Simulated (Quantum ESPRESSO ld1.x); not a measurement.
Results of a calculation; reference values are marked as such.
Ionisation ladder of magnesium, from Mg4+ to Mg8+. Each ion is in the ground configuration listed by NIST, and IE = E(next ion) - E(this ion). Code: ld1.x of Quantum ESPRESSO 7.5. Model: Dirac Kohn-Sham, relativistic LDA (MacDonald-Vosko exchange, VWN5 correlation), spin-unpolarised, spherical densities, point nucleus; open shells are shared between the two j in proportion to 2j + 1.

| species | configuration | E (hartree) | IE, Delta-SCF (eV) | -e(HOMO) (eV) | HOMO | <r> HOMO (bohr) | IE, NIST (eV) | kind | error (eV) |
|---|---|---|---|---|---|---|---|---|---|
| Mg4+ | [He] 2s2 2p4 | -191.419 | 146.37 | 128.74 | 2p3/2 | 0.607 | 141.33 | semi-emp. | +5.0 |
| Mg5+ | [He] 2s2 2p3 | -186.040 | 183.24 | 164.21 | 2p3/2 | 0.576 | 186.8 | semi-emp. | -3.5 |
| Mg6+ | [He] 2s2 2p2 | -179.306 | 222.73 | 202.42 | 2p3/2 | 0.549 | 225.0 | semi-emp. | -2.3 |
| Mg7+ | [He] 2s2 2p1 | -171.121 | 264.54 | 243.12 | 2p3/2 | 0.525 | 265.92 | semi-emp. | -1.4 |
| Mg8+ | [He] 2s2 | -161.399 | 327.49 | 308.47 | 2s1/2 | 0.573 | 327.99 | semi-emp. | -0.5 |

Reference values: NIST Atomic Spectra Database (exp. = measured, semi-emp. = semi-empirical, theory = theoretical value adopted there). The ionisation energy per charge of the ion left behind rises most, in proportion, at Mg8+ ([He] 2s2), from 33.068 to 36.388 eV. Against the entries that are not theoretical the mean signed error is 0.0 % and the largest +3.6 %. Spin polarisation and multiplet splitting are left out, so open shells lie too high by an amount that depends on their filling.

Beside tabulated values, note that spin-unpolarised runs miss the spin-polarisation part of the exchange energy of open shells.
